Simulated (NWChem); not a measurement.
InI$_{2}$, doublet; SMILES [I][In][I]

In the optimisation the excess spin sits in a1 (C2v, its own frame). This spin state was assumed; another may lie lower. def2 effective core potentials on In, I; no spin-orbit coupling.

### Question
Give the equilibrium geometry at PBE-D3(BJ)/def2-SVP with def2 effective core potentials on In, I, spin-unrestricted (NWChem) as an XYZ file, with the point group.

### Answer
point group C2v; any orientation.
```
3

In     0.0000     0.0000     0.9056
I     -2.4388     0.0000    -0.4155
I      2.4388     0.0000    -0.4155
```
